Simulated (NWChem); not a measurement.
System: CH₃FO₂Si; SMILES [Si@H](C=O)(O)F

The following NWChem deck was run.

```
start job
memory heap 200 mb stack 900 mb global 1100 mb
geometry units angstroms noautoz
  O     -0.123713    -1.964338     0.462151
  C      0.638213    -1.223714    -0.119811
  Si     0.000872     0.570334    -0.417367
  O     -1.544627     0.487340     0.122999
  F      0.920969     1.549762     0.490185
  H      1.651571    -1.595909    -0.425949
  H      0.072684     1.081243    -1.803722
  H     -1.693070    -0.335907     0.613671
end
basis spherical
  * library def2-tzvp
end
dft
  xc pw6b95
  iterations 150
  semidirect filesize 400000000
  mulliken
end
task dft energy
```

All runs use the structure optimised with PBE0/def2-SVP.

**Question.** Predict the main results of this run. (PW6B95/def2-TZVP.) Quantities: energy (Ha); highest occupied level (eV); orbital gap (eV); dipole (D).

**Answer.** 
| Quantity | Value |
|---|---|
| energy (Ha) | -580.50 |
| highest occupied level (eV) | -7.86 |
| orbital gap (eV) | 5.70 |
| dipole (D) | 1.81 |
